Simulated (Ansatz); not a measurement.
`COBF` + `F[B](Cl)[GeH3]` → `COBB(F)Cl` + `[F][GeH3]` at 600 K and 1 bar (redistribution).

Isolated molecules relaxed with PBE0-D4/def2-TZVP in Ansatz; ΔE leaves out vibrations. CBS: MP2 limit from def2 TZ/QZ plus the TZ coupled-cluster correction, frozen cores. For Ge outer-core shells are correlated without core-valence functions, which leaves a few kJ/mol of doubt a bond. Scalar relativity is left out up to krypton. One conformer a species, not always the lowest.

```
         species  CCSD(T)/CBS energy (Eh)  H − E (kJ/mol)  S (J/(mol·K))
          `COBF`               -240.31409           196.0          352.1
`F[B](Cl)[GeH3]`              -2662.36419           131.8          416.6
     `COBB(F)Cl`               -724.91084           229.1          456.9
     `[F][GeH3]`              -2177.72589            97.6          296.3
```

H − E and S are ideal-gas, rigid-rotor, harmonic terms from PBE0-D4/def2-TZVP, for one conformer and one mirror image of each species. 1 Eh = 2625.50 kJ/mol, R = 8.31446 J/(mol·K).

Q: By hand: ΔE, ΔH, ΔS and ΔG.

A: ΔE = (-724.91084) + (-2177.72589) − (-240.31409) − (-2662.36419) = 0.04155 Eh = 109.1 kJ/mol. Δ(H − E) = 229.1 + 97.6 − 196.0 − 131.8 = -1.1, so ΔH = 108.0 kJ/mol. ΔS = 456.9 + 296.3 − 352.1 − 416.6 = -15.5 J/(mol·K). ΔG = 108.0 − 600 × (-15.5)/1000 = 117.3 kJ/mol.

Q: By hand: the equilibrium constant, and the temperature at which ΔG would vanish if ΔH and ΔS stayed fixed.

A: log₁₀ K = −ΔG/(RT ln 10) = -10.2. ΔH and −TΔS have one sign here, so there is no such temperature.

ΔH outweighs TΔS. A doubt of 5 kJ/mol in ΔE shifts log₁₀ K by 0.4 here. Other conformers and mirror images would add mixing entropy, several J/(mol·K) or more a flexible species. Modes under 60 cm⁻¹, often nearly free rotors, make the harmonic entropy too high. These are equilibria of isolated gas molecules and say nothing of rates. Largest T1 diagnostic: 0.014 (customary marks: 0.02 for closed shells, 0.045 for open ones).
